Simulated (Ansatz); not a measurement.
## What each rung costs, and what it gives

Saddle point of SiNH4Cl2F, singlet (SiNH₃Cl₂ ([NH2][SiH]([Cl])[Cl]) + HF → SiHCl₂F ([F][SiH]([Cl])[Cl]) + NH₃ (still joined by a long Si–N bond); bonds formed: Si1–F7, N2–H6; bonds broken: H6–F7; bonds weakened to dative contacts: Si1–N2), PBE0-D4/def2-TZVP structure:

Si1  (-0.697, 0.048, -0.354)
N2  (0.860, 0.245, 0.568)
Cl3  (-0.322, -0.398, -2.302)
Cl4  (-1.294, 2.054, -0.460)
H5  (-1.846, -0.529, 0.342)
H6  (0.825, -0.992, 0.560)
F7  (0.121, -1.846, 0.157)
H8  (0.763, 0.721, 1.458)
H9  (1.591, 0.697, 0.031)
(Å)

Barriers are electronic and count from the start structure reached by relaxing down the imaginary mode.

Program: Ansatz 0.2.0. Basis: as named in each row. Cores are frozen in the correlated methods. B3LYP uses VWN-RPA correlation. Extrapolation: Hartree–Fock as exp(−7.88 √X), correlation as X^−2.97.

Times are rough, for one single point on 8 threads of a shared host (Arm Neoverse V1).

The estimate by CCSD(T) at an estimated basis limit (MP2 extrapolated from triple and quadruple zeta, plus CCSD(T) − MP2 in triple zeta) is 17.51 kcal/mol.

```tsv
method	basis	time (s)	barrier (kcal/mol)	method less estimate
HF	STO-3G	under 1	26.75	9.24
PBE-D4	STO-3G	under 1	-17.97	-35.48
SPW92	def2-SVP	under 1	0.08	-17.43
B3LYP-D4	6-31G	under 1	2.63	-14.88
PBE-D4	def2-SVP	under 1	6.37	-11.15
PBE0-D4	def2-SVP	under 1	9.99	-7.52
SPW92	def2-TZVPP	under 1	5.76	-11.75
PBE-D4	def2-TZVPP	1	12.06	-5.46
BLYP-D4	def2-TZVPP	1	14.95	-2.56
B3LYP-D4	def2-TZVPP	2	16.59	-0.92
BHLYP-D4	def2-TZVPP	2	19.20	1.68
CAM-B3LYP-D4	def2-TZVPP	2	15.75	-1.77
PBE0-D4	def2-TZVPP	2	14.73	-2.78
CCSD(T)	def2-SVP	2	16.21	-1.31
wB97M-V	def2-SVP	3	9.50	-8.01
r2SCAN-D4	def2-TZVPP	3	13.20	-4.31
RPA on PBE	def2-TZVPP	3	17.16	-0.35
r2SCAN0-D4	def2-TZVPP	3	15.27	-2.25
B2PLYP	def2-TZVPP	3	17.15	-0.36
PBE-QIDH	def2-TZVPP	3	16.34	-1.17
wB97X-V	def2-TZVPP	4	15.25	-2.26
B97M-V	def2-TZVPP	5	16.23	-1.28
wB97M-V	def2-TZVPP	5	14.63	-2.88
MP2	def2-QZVPP	11	16.82	-0.70
CCSD(T)	def2-TZVPP	85	17.66	0.15
```

All methods are single points on the PBE0-D4 structures; a negative value means that the method puts the saddle structure below the start.

T1 diagnostic: at most 0.011.

Steps of this kind, hydrogen fluoride cutting a network bond, underlie vapour etching and the fluorination step of atomic layer etching.

Labels in which every atom is bracketed show which atoms are joined, not bond orders.
